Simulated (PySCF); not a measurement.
## [YbSF]− at several levels of theory

Computed with PySCF 2.14.0 (density fitting, no spin-orbit coupling) at the geometry relaxed with PBE0:

```xyz
3
[YbSF]− (singlet)
Yb   -0.1951    0.0000   -0.1831
S     2.0830    0.0000    0.7777
F    -2.0900    0.0000    0.6460
```

| level | basis | state | HOMO (eV) | gap (eV) | charge on Yb1 (e) | population of f-type functions on Yb1 (core shells left out) | dipole about the centre of mass (D) | largest force component (eV/Å) |
| --- | --- | --- | --- | --- | --- | --- | --- | --- |
| PBE0 | Yb def2-SVP with ECP28, S def2-SVP, F def2-SVP | singlet | 0.03 | 2.03 | 0.29 | 13.94 | 7.36 | 0.01 |
| CAM-B3LYP | the same | singlet | -1.08 | 3.80 | 0.26 | 13.92 | 7.62 | 0.09 |

Charges are Mulliken's, which hang on the basis. The relaxation used the grid (50, 194), these runs (75, 302) or, all-electron (x2c bases, spin-free X2C Hamiltonian), (99, 590).

Question: What does PBE0 with Yb def2-TZVP with ECP28, S def2-TZVP, F def2-TZVP give here?

Answer: state singlet, HOMO (eV) -0.17, gap (eV) 2.11, charge on Yb1 (e) 0.65, population of f-type functions on Yb1 (core shells left out) 13.96, dipole about the centre of mass (D) 8.82, largest force component (eV/Å) 0.52. Time: 25 s on 2 threads of Arm Neoverse V1, with other jobs on the host, from free ions and atoms.

In the first row's basis the gap widens with exact exchange: 2.0 eV for PBE0 (a fixed share); 3.8 eV for CAM-B3LYP (rising or full at long range).

The highest filled level of some runs lies above zero, as often for anions with such functionals and bases.
